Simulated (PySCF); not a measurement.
F₃H₄NSi₂. Atoms are numbered in the order given.

```xyz
10

F      0.3838     1.6969    -1.2742
Si     0.0262     0.7890     0.0000
F     -1.5567     0.5185     0.0000
F      0.3838     1.6969     1.2742
N      0.7880    -0.7204     0.0000
Si     0.0008    -2.3011     0.0000
H      1.8051    -0.7338     0.0000
H      1.0995    -3.3048     0.0000
H     -0.8490    -2.4792    -1.2086
H     -0.8490    -2.4792     1.2086
```

Geometry: B3LYP-D3(BJ)/def2-SVP. Other conformers were not sampled.

These are PBE/pcSseg-1 run with PySCF values and carry that method's errors.

GIAO shieldings, no solvent; atoms alike by connectivity are averaged. δ = σ(ref) − σ: ¹⁹F against CFCl3 (σ = 133.6 ppm); ²⁹Si against TMS (σ = 335.4 ppm); ¹⁵N against NH3 (σ = 267.0 ppm); ¹H against TMS (σ = 31.49 ppm), references at their B3LYP-D3(BJ)/def2-TZVP geometries, non-relativistic.

Computed chemical shifts:
```json
[
 {"nucleus": "¹⁹F", "atoms": "F1, F3, F4", "count": "3", "δ (ppm)": "-179.0"},
 {"nucleus": "²⁹Si", "atoms": "Si6", "count": "1", "δ (ppm)": "-49.9"},
 {"nucleus": "²⁹Si", "atoms": "Si2", "count": "1", "δ (ppm)": "-73.7"},
 {"nucleus": "¹⁵N", "atoms": "N5", "count": "1", "δ (ppm)": "15.2"},
 {"nucleus": "¹H", "atoms": "H8, H9, H10", "count": "3", "δ (ppm)": "5.08"},
 {"nucleus": "¹H", "atoms": "H7", "count": "1", "δ (ppm)": "0.66"}
]
```
